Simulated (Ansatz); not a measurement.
Gas-phase reaction in SMILES: C#CC(F)(F)F [3,3,3-trifluoroprop-1-yne] + 7 [H][H] (H2) → 3 C (CH4) + 3 F (HF)
Structures are relaxed separately at B3LYP-D3(BJ)/def2-TZVP in Ansatz (a program for electronic structure).
Geometry of the first species:
SMILES: FC(C#C)(F)F
```xyz
7

C      2.3167    -0.1977     0.0087
C      1.1258    -0.0961     0.0042
C     -0.3291     0.0281    -0.0012
F     -0.8021     0.2974     1.2287
F     -0.9158    -1.1070    -0.4214
F     -0.7329     1.0187    -0.8165
H      3.3763    -0.2881     0.0127
```
Charge 0, spin multiplicity 1.

Property: energy of full hydrogenation (electronic energy difference), in kJ/mol. Correlated levels leave the core frozen unless marked. No spin-orbit coupling. No relativistic terms. Basis-set limits of correlation are two-point, X^-3; Hartree-Fock from the larger set.

```json
[
 {"level": "PBE-D4/def2-TZVPD", "program": "Ansatz + dftd4", "energy of full hydrogenation (kJ/mol)": "-732.8"},
 {"level": "revPBE-D3(BJ)/def2-TZVPD", "program": "Ansatz + dftd3", "energy of full hydrogenation (kJ/mol)": "-719.3"},
 {"level": "r2SCANh-D4/def2-TZVPD", "program": "Ansatz + dftd4", "energy of full hydrogenation (kJ/mol)": "-742.8"},
 {"level": "r2SCANh/def2-TZVPD", "program": "Ansatz", "energy of full hydrogenation (kJ/mol)": "-744.2"},
 {"level": "B2PLYP/def2-TZVPD", "program": "Ansatz", "energy of full hydrogenation (kJ/mol)": "-734.2"}
]
```

**Question.** Predict the CCSD(T)/CBS(cc-pVTZ,cc-pVQZ) result (Ansatz).

**Answer.** -754.2 kJ/mol, so B2PLYP/def2-TZVPD differs from it by 20.0 kJ/mol.
